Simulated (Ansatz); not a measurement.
Ansatz results at the PBE0-D4/def2-TZVP geometry: size of the dipole moment (ωB97M-V/def2-TZVPP) 2.16 D; ideal-gas entropy at 298 K and 1 bar (rigid rotor, harmonic PBE0-D4/def2-TZVP) 345 J/(mol·K); size of the dipole moment (B3LYP/def2-TZVPP) 2.03 D.

Q: Which molecule gave them?
A. `N[SiH2]C1O[SiH2]1`
B. `[OH][InH][ZnH]`
C. `[SiH3][B]1[AlH][S]1`
D. `[NH2][SnH]1[S]C[S]1`

A: C. The others give `[OH][InH][ZnH]`: 1.75, 338, 1.67; `N[SiH2]C1O[SiH2]1`: 1.11, 356, 1.07; `[NH2][SnH]1[S]C[S]1`: 1.57, 375, 1.52.

B3LYP here is the variant with VWN-RPA as its local correlation; programs differ in this.
